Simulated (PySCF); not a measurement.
Start geometry of `OB(O)c1cc2[se]ccc2s1` from a GFN2-xTB structure with every atom displaced at random (by about 0.01 Å) (Å):
```
atom  x, y, z in Å
O1     3.525   -0.789    0.284
B2     2.646    0.294    0.304
O3     3.147    1.539    0.371
C4     1.131    0.142    0.249
C5     0.361   -0.997   -0.009
C6    -1.025   -0.751    0.018
Se7   -2.547   -1.792   -0.237
C8    -3.501   -0.212    0.075
C9    -2.736    0.867    0.348
C10   -1.355    0.566    0.305
S11    0.057    1.520    0.529
H12    3.115   -1.630    0.245
H13    4.096    1.578    0.398
H14    0.784   -1.952   -0.191
H15   -4.596   -0.241    0.050
H16   -3.121    1.858    0.539
```

What comes out of this run: PBE0-D3(BJ)/def2-SVP geometry optimisation, gas phase in PySCF 2.14.0?

```
atom  x, y, z in Å
O1     3.5285   -0.7125    0.0331
B2     2.6589    0.3209    0.2328
O3     3.1598    1.5658    0.4407
C4     1.1104    0.1396    0.2264
C5     0.3733   -1.0094    0.0162
C6    -1.0209   -0.7771    0.0750
Se7   -2.5647   -1.8109   -0.1092
C8    -3.5311   -0.2403    0.1953
C9    -2.7415    0.8537    0.3964
C10   -1.3476    0.5563    0.3294
S11    0.0766    1.5115    0.4958
H12    3.0993   -1.5618   -0.0965
H13    4.1229    1.5711    0.4264
H14    0.8201   -1.9876   -0.1748
H15   -4.6207   -0.2637    0.1992
H16   -3.1443    1.8495    0.5878
```

The energy falls by 12.4 kJ/mol over 7 energy and gradient evaluations, the largest force component goes from 0.0401 to 2.9e-04 Eh/bohr, and the atoms move by 0.095 Å rms after alignment. The bond that changes most is B2–C4 (three-coordinate boron to substituted aromatic carbon), which lengthens by 0.035 Å. Bonds longer at the end by more than 0.005 Å: 11 of 17; shorter: 4. Among the angles that change most is B2–O3–H13, from 114.3° to 111.8°. Rotational constants go from 1763, 380.4, 313.3 to 1795, 376.8, 311.4 MHz. The orientation of the end geometry is arbitrary; only internal coordinates are fixed.

The run used 201 basis functions and 52 SCF cycles in all. Hardware: 2 threads, AMD EPYC 9R45 (x86_64), no GPU, shared host. Cost: 59 s wall, 2.6 min CPU, 1.2 GiB resident at most.

Not checked by PBE0-D3(BJ)/def2-SVP frequencies. One conformer, not necessarily the lowest.
